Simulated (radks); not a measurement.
All-electron atom: Al+ in [Ne] 3s1.75 3d0.25 (fractional occupations, a model configuration). Method: scalar-relativistic Kohn-Sham, exchange-only r2SCAN, spin-polarised, spherical densities, finite nucleus; open shells are filled with parallel spins first; meta-GGA in the generalised Kohn-Sham scheme; Fermi nuclear charge, rms radius 3.061 fm; computed with a radial shooting solver on a logarithmic mesh with Libxc functionals. Some entries of the table are withheld. Estimate them.

orbital  occ.  eigenvalue (Ry)  r(max) (bohr)
1s up       1        -112.5541        0.07838
1s down     1        -112.5520        0.07838
2s up       1         -8.90655         0.4954
2s down     1         -8.90376         0.4955
2p up       3         -5.91720         0.4297
2p down     3         -5.91361         0.4297
3s up       1         -1.13898          2.021
3s down  0.75         -1.08245          2.019
3p up       0              (1)          2.374
3p down     0              (2)          2.379
4s up       0         -0.28498          6.191
3d up    0.25         -0.21575          5.099

Answer. 
(1) 3p up eigenvalue (Ry): -0.67376
(2) 3p down eigenvalue (Ry): -0.61895
